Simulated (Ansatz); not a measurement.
Process, species as SMILES: NB(N)Br + 3 [H][H] (H2) → B (BH3) + Br (HBr) + 2 N (NH3)
Structures are relaxed separately at B3LYP-D3(BJ)/def2-TZVP in Ansatz (an electronic-structure program), one conformer each, not searched for the lowest.
Geometry of the first species:
```
B
N 1 1.4034
H 2 1.0035 1 122.24
H 2 1.0056 3 114.36 1 180.00
N 1 1.4034 2 125.10 3 -180.00
H 5 1.0035 1 122.24 2 180.00
H 5 1.0056 6 114.36 1 180.00
Br 1 1.9699 2 117.45 3 0.00
```

Wanted: energy of full hydrogenation (electronic energy difference), in kJ/mol. Correlated levels leave the core frozen unless marked. Spin-orbit coupling is left out. Frozen are the shells of the preceding noble gas and the d and f shells that filled before the atom's block. Non-relativistic. Basis-set limits of correlation are two-point, X^-3; Hartree-Fock from the larger set.

```
level                                        program  energy of full hydrogenation (kJ/mol)
------------------------------------  --------------  -------------------------------------
SVWN5/def2-TZVPD                              Ansatz                                  298.7
BLYP-D4/def2-TZVPD                    Ansatz + dftd4                                  268.5
PBE0/def2-TZVP                                Ansatz                                  263.5
HSE06-D3(BJ)/def2-TZVPD               Ansatz + dftd3                                  263.4
HSE06/def2-TZVPD                              Ansatz                                  256.8
SCS-MP2/cc-pVQZ                               Ansatz                                  257.3
CCSD(T)/CBS(aug-cc-pVTZ,aug-cc-pVQZ)          Ansatz                                      …
```

Complete the blanks.


- CCSD(T)/CBS(aug-cc-pVTZ,aug-cc-pVQZ), energy of full hydrogenation (kJ/mol): 259.9
